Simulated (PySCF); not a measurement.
## Electron correlation in N(2+) (nitrogen, charge +2)

[He] 2s2 2p1, 2P determinant. All numbers are calculated (PySCF 2.14, no relativity, point nucleus, in aug-cc-pwCVTZ). Frozen: nothing; 5 electrons correlated.

```tsv
level	correlation energy (mhartree)
CCSD	-131.98
(T)	-1.57
CCSD(T)	-133.55
```

Diagnostics: T1 = 0.0058, D1 = 0.0139, largest double amplitude 0.134.

Cost of the coupled-cluster step: about 2.1 core-seconds, for 5 correlated electrons.

Iterations:

```
CC2 = 0
CCSD nocc = (np.int64(3), np.int64(2)), nmo = (59, 59)
frozen orbitals [[], []]
max_cycle = 100
direct = 0
conv_tol = 1e-08
conv_tol_normt = 1e-06
diis_space = 8
diis_start_cycle = 0
Init t2, MP2 energy = -0.104640380294966
Init E_corr(UCCSD) = -0.104640380295387
cycle = 1  E_corr(UCCSD) = -0.121000464647649  dE = -0.0163600844  norm(t1,t2) = 0.0493548
cycle = 2  E_corr(UCCSD) = -0.126776925260755  dE = -0.00577646061  norm(t1,t2) = 0.0241337
cycle = 3  E_corr(UCCSD) = -0.132046128426797  dE = -0.00526920317  norm(t1,t2) = 0.0123367
cycle = 4  E_corr(UCCSD) = -0.131953227930863  dE = 9.29004959e-05  norm(t1,t2) = 0.000812729
cycle = 5  E_corr(UCCSD) = -0.131987602577369  dE = -3.43746465e-05  norm(t1,t2) = 0.000107533
cycle = 6  E_corr(UCCSD) = -0.131975525611636  dE = 1.20769657e-05  norm(t1,t2) = 2.36328e-05
cycle = 7  E_corr(UCCSD) = -0.131978647911023  dE = -3.12229939e-06  norm(t1,t2) = 6.98461e-06
cycle = 8  E_corr(UCCSD) = -0.131978537139675  dE = 1.10771348e-07  norm(t1,t2) = 6.56059e-07
cycle = 9  E_corr(UCCSD) = -0.13197848468468  dE = 5.24549947e-08  norm(t1,t2) = 1.26836e-07
cycle = 10  E_corr(UCCSD) = -0.131978495443978  dE = -1.07592974e-08  norm(t1,t2) = 2.70544e-08
cycle = 11  E_corr(UCCSD) = -0.131978494173073  dE = 1.27090474e-09  norm(t1,t2) = 9.82829e-09
UCCSD converged
E(UCCSD) = -52.94991132422034  E_corr = -0.131978494173073
UCCSD(T) correction = -0.00156770156436608
```
